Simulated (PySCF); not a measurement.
# Electron correlation in As²⁺ (arsenic, charge +2)

[Ar] 3d10 4s2 4p1, 2P determinant. All numbers are calculated (PySCF 2.14, scalar relativity by spin-free X2C-1e, in x2c-TZVPall (6s5p4d1f, 48 functions)). Frozen: [Ar] 3d10; 3 electrons correlated.

MP2 pair energies summed by pair of shells (mhartree):

```tsv
pair	energy	share (%)
4s-4s	-21.51	55.1
4s-4p	-17.50	44.9
```

Total MP2 correlation energy: -39.01 mhartree.

Same-spin part -2.55 and opposite-spin part -36.46 mhartree; SCS-MP2 scales them by 1/3 and 6/5 to -44.60 mhartree.

```tsv
level	correlation energy (mhartree)
CCSD	-52.71
(T)	-0.69
CCSD(T)	-53.40
```

Diagnostics: T1 = 0.0082, D1 = 0.0192, largest double amplitude 0.094.

Is a single reference adequate?

Mostly. T1 lies below 0.03, but a double amplitude of this size points to a near-degeneracy that CCSD handles and MP2 describes poorly.
